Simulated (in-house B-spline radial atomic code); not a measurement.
Configurations of Os IV (Os3+), with energies counted from [Xe] 4f14 5d5. Computed with an all-electron radial atomic-structure program (B-spline basis): Dirac-Hartree-Fock, average of configuration, Fermi nucleus of rms radius 5.4126 fm. Energies include first-order Breit, QED and recoil terms.

Occupations are held fixed; configurations that lie above the ionisation limit could autoionise.

```json
{"configuration": "[Xe] 4f14 5d4 6s1", "E - E(ref) (eV)": "5.5576", "highest orbital": "6s1/2", "its <r> (bohr)": "2.489"}
{"configuration": "[Xe] 4f14 5d4 8s1", "E - E(ref) (eV)": "29.722", "highest orbital": "8s1/2", "its <r> (bohr)": "7.987"}
{"configuration": "[Xe] 4f14 5d4 9s1", "E - E(ref) (eV)": "33.101", "highest orbital": "9s1/2", "its <r> (bohr)": "11.83"}
{"configuration": "[Kr] 4d10 4f14 5s2 5p5 5d5 7f1", "E - E(ref) (eV)": "84.876", "highest orbital": "7f7/2", "its <r> (bohr)": "11.25"}
{"configuration": "[Kr] 4d10 4f14 5s2 5p5 5d5 7g1", "E - E(ref) (eV)": "86.778", "highest orbital": "7g7/2", "its <r> (bohr)": "15.79"}
{"configuration": "[Kr] 4d10 4f14 5s2 5p5 5d5 8g1", "E - E(ref) (eV)": "87.823", "highest orbital": "8g7/2", "its <r> (bohr)": "21.4"}
```

(1) Order these further configurations by energy, lowest first.
A. [Xe] 4f14 5d4 7p1
B. [Kr] 4d10 4f14 5s2 5p5 5d5 6f1
C. [Kr] 4d10 4f14 5s2 5p5 5d5 5g1
D. [Xe] 4f13 5d5 5g1
E. [Xe] 4f13 5d5 7g1

(2) How far above the reference does [Xe] 4f13 5d5 7s1 lie?

(3) How far above the reference does [Xe] 4f14 5d4 7g1 lie?

Answers

(1) A (25.95 eV), B (82.027 eV), C (82.509 eV), D (84.457 eV), E (88.726 eV).

(2) 75.97 eV; its least bound orbital is 7s1/2 with <r> = 4.841 bohr.

(3) 35.581 eV; its least bound orbital is 7g7/2 with <r> = 15.8 bohr.
